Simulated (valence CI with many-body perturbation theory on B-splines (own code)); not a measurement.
# E1 line list for Tb¹⁶⁺

Computed by configuration interaction combined with many-body perturbation theory (CI+MBPT): three valence electrons over a frozen Dirac-Fock core [Kr] 4d10, a basis of 8 s, 8 p, 9 d, 9 f, 6 g, 3 h, 2 i functions for each j, with the one-electron correlation potential Σ1, the two-electron term Σ2, the three-electron term Σ3, Breit, model QED; selected CI, second order for the rest (own B-spline code, finite nucleus).

No measured spectrum was set against this ion. As an estimate, terms of the open shell hold to a few per cent of their energy, and close levels can change places. Core correlation moves these levels by up to 38000 cm⁻¹, and in measured spectra 5 to 20 % of such shifts remained as error; rates that hang on mixing are uncertain with them.

Lines 51 to 100 of 193 in falling wavelength, among levels below 22.602 eV, chosen from the strongest by gf and those to the six lowest levels. Wavelengths and rates use the calculated energies, so an error of 2000 cm⁻¹ moves a line at 1094 Å by 2.2 % and its rate by three times that or more. Electric multipoles are in the length gauge, E1 and E2 with the static RPA response of the core. Weak lines are less certain than strong ones. Lines between different terms over intervals too small for the method are left out, as are lines whose strength nearly cancels. Where a level lies close to another of its J and parity, the split of strength between their lines is uncertain. The highest levels of a list are the least certain.

Names give the largest LS component (configuration and term), which can be under half, so a name can repeat, a term be missing and a line seem to break the LS rules; names also repeat where a configuration has a term twice. Letters in brackets count levels of one name in rising energy.

```tsv
λ vac (Å)	Upper	Lower	A (s⁻¹)	S (a.u.) with core polarisation	S without
1094	4f2 5s 2F_5/2	4f3 4D°_5/2	5.07e+02	1.97e-06	2.51e-06
1090	4f2 5s 2F_5/2	4f3 2P°_3/2	2.00e+03	7.68e-06	7.12e-06
1069	4f2 5s 2D_5/2	4f3 2D°_5/2 [b]	1.01e+03	3.65e-06	4.16e-06
1069	4f2 5s 4F_5/2	4f3 2D°_3/2 [a]	1.65e+03	5.97e-06	6.60e-06
1059	4f2 5s 2D_3/2	4f3 2D°_5/2 [b]	8.85e+03	2.08e-05	2.23e-05
1057	4f2 5s 4P_5/2	4f3 2F°_7/2 [a]	3.09e+03	1.08e-05	1.03e-05
1056	4f2 5s 4F_9/2	4f3 4G°_11/2	1.45e+03	8.43e-06	8.45e-06
1049	4f2 5s 4F_9/2	4f3 2G°_9/2 [a]	2.13e+03	1.21e-05	1.08e-05
1042	4f2 5s 2D_3/2	4f3 2D°_3/2 [b]	1.75e+03	3.90e-06	4.29e-06
1041	4f2 5s 4F_5/2	4f3 4G°_7/2	2.80e+03	9.36e-06	9.05e-06
1030	4f2 5s 4P_5/2	4f3 2F°_5/2 [a]	1.93e+03	6.23e-06	8.08e-06
1021	4f2 5s 4F_7/2	4f3 4G°_9/2	3.71e+03	1.56e-05	1.60e-05
1018	4f2 5s 4H_11/2	4f3 2H°_11/2 [a]	5.94e+02	3.71e-06	3.59e-06
1013	4f2 5s 4H_7/2	4f3 2H°_9/2 [a]	8.64e+01	3.54e-07	2.06e-07
1011	4f2 5s 2F_5/2	4f3 2D°_5/2 [a]	9.71e+02	2.97e-06	3.16e-06
1005	4f2 5s 4F_3/2	4f3 4G°_5/2	8.51e+03	1.71e-05	1.82e-05
1003	4f2 5s 4F_7/2	4f3 4G°_7/2	1.64e+03	6.52e-06	6.45e-06
1002	4f2 5s 4P_1/2	4f3 2D°_3/2 [b]	1.86e+03	1.84e-06	1.73e-06
1000	4f2 5s 2G_7/2	4f3 2G°_9/2 [a]	7.30e+02	2.88e-06	2.31e-06
992.5	4f2 5s 2D_5/2	4f3 4D°_7/2	2.97e+03	8.59e-06	8.28e-06
989.8	4f2 5s 4F_5/2	4f3 2G°_7/2 [a]	2.89e+03	8.30e-06	9.08e-06
988.7	4f2 5s 4P_3/2	4f3 2D°_5/2 [b]	6.06e+03	1.16e-05	1.16e-05
988.4	4f2 5s 2F_7/2	4f3 4D°_5/2	1.27e+03	4.84e-06	4.32e-06
982.2	4f2 5s 4F_5/2	4f3 4G°_5/2	1.77e+03	4.98e-06	5.47e-06
980.3	4f2 5s 4H_9/2	4f3 2H°_9/2 [a]	4.48e+02	2.08e-06	1.88e-06
979.4	4f2 5s 2H_11/2	4f3 2G°_9/2 [a]	7.01e+02	3.90e-06	4.61e-06
965.3	4f2 5s 2I_13/2	4f3 2H°_11/2 [b]	8.89e+03	5.53e-05	5.51e-05
964.1	4f2 5s 2I_11/2	4f3 2H°_11/2 [b]	7.16e+03	3.80e-05	3.63e-05
959.5	4f2 5s 2H_9/2	4f3 2H°_11/2 [a]	4.37e+03	1.90e-05	1.96e-05
955.9	4f2 5s 4H_13/2	4f3 2H°_11/2 [a]	2.30e+03	1.39e-05	1.63e-05
949.6	4f2 5s 2G_9/2	4f3 4G°_11/2	2.19e+03	9.26e-06	8.75e-06
947.9	4f2 5s 2F_5/2	4f3 2D°_3/2 [a]	6.30e+03	1.59e-05	1.58e-05
945.3	4f2 5s 2H_9/2	4f3 4F°_9/2	5.17e+03	2.15e-05	2.15e-05
943.8	4f2 5s 2D_3/2	4f3 4D°_1/2	2.33e+03	3.87e-06	3.82e-06
941.8	4f2 5s 4P_5/2	4f3 2D°_5/2 [b]	8.88e+02	2.20e-06	2.02e-06
937.3	4f2 5s 4F_9/2	4f3 2G°_7/2 [a]	5.59e+02	2.27e-06	2.73e-06
929.2	4f2 5s 4F_7/2	4f3 4F°_9/2	1.03e+03	3.26e-06	2.87e-06
927.6	4f2 5s 4F_5/2	4f3 4F°_7/2	8.99e+02	2.12e-06	1.68e-06
926.7	4f2 5s 4F_3/2	4f3 4F°_5/2	2.57e+03	4.05e-06	3.91e-06
926.0	4f2 5s 2F_5/2	4f3 4G°_7/2	5.26e+03	1.24e-05	1.15e-05
925.9	4f2 5s 2D_5/2	4f3 4D°_5/2	4.75e+03	1.12e-05	1.23e-05
925.8	4f2 5s 4H_11/2	4f3 2H°_9/2 [a]	7.75e+02	3.64e-06	4.28e-06
925.6	4f2 5s 4F_9/2	4f3 2H°_11/2 [a]	6.25e+02	2.45e-06	2.07e-06
923.4	4f2 5s 2D_5/2	4f3 2P°_3/2	4.94e+03	1.15e-05	1.23e-05
921.0	4f2 5s 2I_11/2	4f3 2H°_9/2 [b]	1.08e+04	5.00e-05	4.81e-05
920.5	4f2 5s 2F_7/2	4f3 2D°_5/2 [a]	1.83e+03	5.62e-06	5.31e-06
918.5	4f2 5s 2D_3/2	4f3 4D°_5/2	9.63e+03	1.47e-05	1.61e-05
916.0	4f2 5s 2D_3/2	4f3 2P°_3/2	3.78e+03	5.74e-06	5.42e-06
912.3	4f2 5s 4F_9/2	4f3 4F°_9/2	3.52e+03	1.32e-05	1.48e-05
911.2	4f2 5s 4P_1/2	4f3 4D°_1/2	1.51e+04	1.13e-05	1.26e-05
```
